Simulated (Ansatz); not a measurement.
Input file for Ansatz (a program for electronic structure): R-B2PLYP/def2-TZVPPD on CHBrO (a complex). Files ending in .json are basis or fitting sets from the Basis Set Exchange. The run froze 16 orbitals, filled d shells among them.

Ansatz 0.2 input:
```yaml
crystal:
  periodic: [false, false, false]
  atoms:
    - {symbol: C, position_ang: [0.03241738, -0.19635250, 0.46762032]}
    - {symbol: O, position_ang: [-0.00493012, -0.11675780, -0.65197542]}
    - {symbol: Br, position_ang: [0.12734367, -0.45496743, 4.25969111]}
    - {symbol: H, position_ang: [0.09829558, -0.36002924, 2.83370912]}
basis:
  gaussian:
    orbitals: def2-TZVPPD.json
hamiltonian:
  xc: {name: B2PLYP}
magnetization: {spin_polarized: false}
correlation: {electrons: outside_noble_gas}
scf: {lower_state_search: off}
```

Program output:

```
WARN ansatz: RAYON_NUM_THREADS=1 ignored (pool sized by the plan → 1); use --threads N
Functional definition: B2PLYP
these checks for a lower state are left out or cut short: stability, starts, cluster_reference, orbital_swaps, neighbouring_geometries, increment
integrals: 0.15 GiB planned
932 factors; integrals over basis functions are off by at most 1.0e-3 eV
mean field: 0.57 GiB planned
mean field evaluation 1: about -73127.6651 eV, gradient 3.2e1 eV
mean field evaluation 2: about -73127.7301 eV, gradient 3.2e1 eV
mean field evaluation 4: about -73129.3558 eV, gradient 3.7e0 eV
mean field evaluation 8: about -73129.3872 eV, gradient 5.1e-2 eV
mean field evaluation 16: about -73129.3872 eV, gradient 2.0e-6 eV
mean field -73129.38724516 eV, -2687.4554123805 hartree, gradient 2.0e-6 eV, S^2 0.000000; 0 other end points of the search recorded, 0 dependent functions left out
16 core orbitals not correlated
reference -73129.38740552 eV, -2687.4554182736 hartree; 9, 9 occupied and 126, 126 virtual orbitals, 932 factors
second order -17.75931600 eV of doubles, -0.00000000 eV of singles
Total energy: -73134.18242084 eV, -2687.6316318364 hartree
Checks for a lower state left out: stability, starts, cluster_reference, orbital_swaps, neighbouring_geometries, increment
```

The calculation finished and met its thresholds.

Cost: roughly 1.6 core-seconds.
